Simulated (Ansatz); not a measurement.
Reaction (formal exchange of groups at the Si–Ge bond): `[CH3][Ge]([SiH3])([Cl])[Cl]` + `ClB[SeH]` → `[SiH3]B(Cl)[SeH]` + `[CH3][GeH]([Cl])[Cl]`

Calculated with Ansatz (gas phase, PBE0-D4/def2-TZVP geometries, no zero-point term in ΔE). CCSD(T)/CBS is the MP2 limit (def2-TZVPP, def2-QZVPP) plus CCSD(T) − MP2 in def2-TZVPP, frozen cores. Functionals use def2-TZVPP. For Ge, Se outer-core shells are correlated without core-valence functions, which leaves a few kJ/mol of doubt a bond. Scalar relativity is left out up to krypton. Each species was taken in one conformer, which may not be the lowest.

`[CH3][Ge]([SiH3])([Cl])[Cl]`:

Z-matrix (Å, degrees):
```
C
Ge 1 1.939
H 1 1.091 2 109.7
H 1 1.091 2 109.7 3 -120.6
H 1 1.090 2 108.8 3 119.7
Si 2 2.384 1 120.8 3 60.3
Cl 2 2.164 1 107.1 3 -176.7
Cl 2 2.164 1 107.1 3 -62.7
H 6 1.482 2 107.9 1 179.9
H 6 1.485 2 108.8 1 -60.0
H 6 1.485 2 108.9 1 59.8
```

`ClB[SeH]`:

Z-matrix (Å, degrees):
```
B
Cl 1 1.743
Se 1 1.916 2 118.9
H 1 1.188 2 119.6 3 180.0
H 3 1.469 1 94.6 2 180.0
```

`[SiH3]B(Cl)[SeH]`:

Z-matrix (Å, degrees):
```
Si
B 1 2.012
H 1 1.488 2 109.8
H 1 1.489 2 111.3 3 120.6
H 1 1.488 2 109.7 3 -118.9
Cl 2 1.754 1 119.6 3 59.5
Se 2 1.920 1 123.9 3 -120.5
H 7 1.469 2 95.4 1 0.1
```

`[CH3][GeH]([Cl])[Cl]`:

Z-matrix (Å, degrees):
```
C
Ge 1 1.931
H 1 1.090 2 109.6
H 1 1.091 2 109.6 3 120.4
H 1 1.090 2 109.1 3 -119.8
Cl 2 2.149 1 108.8 3 178.1
Cl 2 2.149 1 108.8 3 61.4
H 2 1.532 1 117.0 3 -60.2
```

| level | ΔE (kJ/mol) | difference from CCSD(T)/CBS |
| --- | --- | --- |
| r2SCAN-D4 | 32.4 | 0.6 |
| r2SCAN | 31.9 | 0.1 |
| PBE0 | 31.8 | 0.0 |
| MP2/def2-TZVPP | 33.4 | 1.6 |
| SCS-MP2/def2-TZVPP | 32.9 | 1.1 |
| CCSD/def2-TZVPP | 32.2 | 0.4 |
| CCSD(T)/def2-TZVPP | 31.5 | -0.3 |
| MP2/def2-QZVPP | 33.4 | 1.6 |
| SCS-MP2/def2-QZVPP | 32.5 | 0.7 |
| CCSD/CBS(def2) | 32.5 | 0.7 |
| CCSD(T)/CBS | 31.8 | 0 |

Largest T1 diagnostic among the species: 0.013.
